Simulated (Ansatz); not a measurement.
Total energies of `Sc1ccc(-c2ccc(-c3ccc(S)s3)s2)s1` from Ansatz at PBE-D4/def2-TZVP, gas phase (1 Eh = 27.2114 eV = 2625.5 kJ/mol). The reference geometry is relaxed at PBE-D4/def2-SVP.

```csv
atom,x (Å),y (Å),z (Å)
S1,-5.173,4.189,1.653
C2,-3.988,3.145,0.869
C3,-3.864,2.770,-0.463
C4,-2.760,1.904,-0.690
C5,-2.031,1.607,0.458
C6,-0.864,0.775,0.619
C7,-0.137,0.482,1.773
C8,0.961,-0.382,1.546
C9,1.100,-0.770,0.212
C10,2.086,-1.632,-0.392
C11,2.231,-2.024,-1.721
C12,3.333,-2.891,-1.951
C13,4.044,-3.174,-0.792
S14,5.466,-4.208,-0.680
S15,3.350,-2.362,0.588
S16,-0.162,-0.043,-0.764
S17,-2.735,2.424,1.848
H18,-5.859,4.457,0.508
H19,-4.550,3.112,-1.250
H20,-2.497,1.500,-1.678
H21,-0.402,0.889,2.759
H22,1.647,-0.722,2.335
H23,1.548,-1.685,-2.513
H24,3.601,-3.300,-2.934
H25,5.653,-4.062,0.661
```

```csv
state,geometry,energy (Eh)
charge 0 singlet,reference,-2451.88577
charge 1 doublet,reference,-2451.65601
charge 1 doublet,relaxed at PBE-D4/def2-SVP,-2451.65963
charge -1 doublet,reference,-2451.91692
free S atom (triplet),–,-397.93833
free C atom (triplet),–,-37.79597
free H atom (doublet),–,-0.49962
```

Single mean-field runs in def2-TZVP are fitted with def2-universal-jkfit.

Q: Work out the vertical ionisation energy to the doublet.

A: E(charge 1 doublet) − E(charge 0 singlet) = -2451.65601 − (-2451.88577) = 0.22976 Eh = 6.25 eV. For comparison, −ε of the highest occupied level is 4.48 eV at this level, 1.77 eV less.

Q: Work out the vertical electron affinity, to the doublet.

A: E(charge 0 singlet) − E(charge -1 doublet) = -2451.88577 − (-2451.91692) = 0.03115 Eh = 0.85 eV. The basis lacks diffuse functions, which makes affinities too small.

Q: Give the fundamental gap IE − EA, the Mulliken electronegativity (IE + EA)/2 and the hardness (IE − EA)/2.

A: From the values in Eh: IE − EA = 0.22976 − 0.03115 = 0.19861 Eh = 5.40 eV; (IE + EA)/2 = 3.55 eV; (IE − EA)/2 = 2.70 eV. The HOMO–LUMO gap of the same run is 1.91 eV, 3.49 eV smaller than the fundamental gap.

Q: How much does the charge 1 doublet relax, and what is the adiabatic ionisation energy?

A: Relaxation: -2451.65601 − (-2451.65963) = 0.00362 Eh = 0.10 eV. Adiabatic ionisation energy: 0.22614 Eh = 6.15 eV, without zero-point energy. 

Q: What is the binding energy per atom against free atoms?

A: Atoms: 5 × (-397.93833) + 12 × (-37.79597) + 8 × (-0.49962) = -2447.24025 Eh. Binding: -2447.24025 − (-2451.88577) = 4.64552 Eh = 126.41 eV, or 5.06 eV for each of 25 atoms (no zero-point energy, no counterpoise term).

At PBE-D4/def2-TZVP the highest occupied level of the charge -1 doublet lies above zero (up to 0.94 eV). By energy differences its removal costs 0.85 eV (vertical, to the charge 0 singlet, at PBE-D4/def2-TZVP); self-interaction error and the lack of diffuse functions both raise the level.
